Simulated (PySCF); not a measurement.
**Which is lower?**

The two ends of one reaction step of Si$_{2}$H$_{7}$ClO, singlet (PBE0-D4/def2-TZVP).

A:

Si1  (-1.464, 0.846, -1.022)
Si2  (1.492, -1.370, 0.885)
H3  (-2.336, 1.282, -2.137)
H4  (-2.295, 0.302, 0.088)
O5  (-0.600, 2.167, -0.562)
H6  (-0.574, -0.256, -1.491)
Cl7  (1.271, 0.481, 1.780)
H8  (2.409, -2.161, 1.736)
H9  (0.159, -2.004, 0.812)
H10  (2.063, -1.163, -0.463)
H11  (0.036, 2.029, 0.146)
(Å)

B:

Si1  (-1.285, 0.304, -0.331)
Si2  (0.149, -1.445, 0.315)
H3  (-1.212, 0.423, -1.816)
H4  (-2.676, -0.043, 0.052)
O5  (-0.938, 1.725, 0.424)
H6  (2.268, 0.617, -0.133)
Cl7  (2.406, 1.897, -0.147)
H8  (0.167, -1.650, 1.788)
H9  (-0.234, -2.719, -0.353)
H10  (1.562, -1.157, -0.098)
H11  (-0.046, 2.069, 0.317)
(Å)

Computed with PySCF 2.14 with density fitting (its default auxiliary sets; JK sets also for MP2 and CCSD(T)) (basis: def2-TZVPP); correlated methods freeze the cores. B3LYP uses VWN-RPA correlation.

Question: Which structure is lower at CCSD(T), and by how much? (An estimate is asked for; the value comes from the calculation.)

Answer: By the calculation: A, by 0.979 eV (electronic energy, against the other). By their contacts, A is a complex of SiH₃Cl ([SiH3][Cl]) + SiH₄O ([OH][SiH3]) and B is a complex of Si₂H₆O ([OH][SiH2][SiH3]) + HCl.

All methods give the same order:

```tsv
method	E(B) − E(A) (eV)
SPW92	0.700
PBE-D4	0.777
r2SCAN-D4	0.938
PBE0-D4	0.871
B3LYP-D4	0.968
BHLYP-D4	1.074
wB97M-V	1.049
HF	1.268
MP2	1.079
CCSD	1.013
CCSD(T)	0.979
```

The T1 diagnostic stays at or below 0.012.

Labels in which every atom is bracketed show which atoms are joined, not bond orders.

For scale, one of the runs: CCSD(T)/def2-TZVPP, 255 basis functions, launched by `OMP_NUM_THREADS=4 python run.py`. The run took 26 min on 4 CPU threads of an Intel Xeon (shared host), with 5.4 GiB of host memory at its peak.
